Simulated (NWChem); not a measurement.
System: CH6ClNOSi; SMILES O(C)[SiH](N)Cl

Here is an NWChem input.

```
start job
memory heap 200 mb stack 900 mb global 1100 mb
geometry units angstroms noautoz
  Si     0.536463     0.051069    -0.371759
  N      2.036646     0.417394     0.338431
  Cl    -1.049344     1.265983     0.245391
  O      0.150572    -1.479908     0.094795
  C     -1.095952    -2.117115     0.031926
  H      0.643035     0.249244    -1.838422
  H      2.617791     1.156101    -0.038321
  H      2.203317     0.262343     1.325943
  H     -1.071083    -3.002428     0.685041
  H     -1.324329    -2.456007    -0.994179
  H     -1.913022    -1.456368     0.369074
end
basis spherical
  * library def2-svp
end
dft
  xc xwpbe 0.80 cpbe96 1.0 hfexch 1.00
  cam 0.2 cam_alpha 0.2 cam_beta 0.8
  iterations 150
  vectors input atomic output neutral.movecs
end
task dft energy
charge 1
dft
  odft
  mult 2
  vectors input atomic output cation.movecs
end
task dft energy
```

Geometry: optimised at PBE0/def2-SVP.

Ions are spin-unrestricted doublets at the neutral geometry; other ion states weren't tried.

Q: What results follow from this input? (LRC-wPBEh/def2-SVP, vertical spin-unrestricted ions.) Quantities: vertical ionisation energy, ΔSCF (eV); −ε(HOMO) (eV).

A: 
```
Quantity                               Result
-------------------------------------  ------
vertical ionisation energy, ΔSCF (eV)   10.18
−ε(HOMO) (eV)                            9.61
```
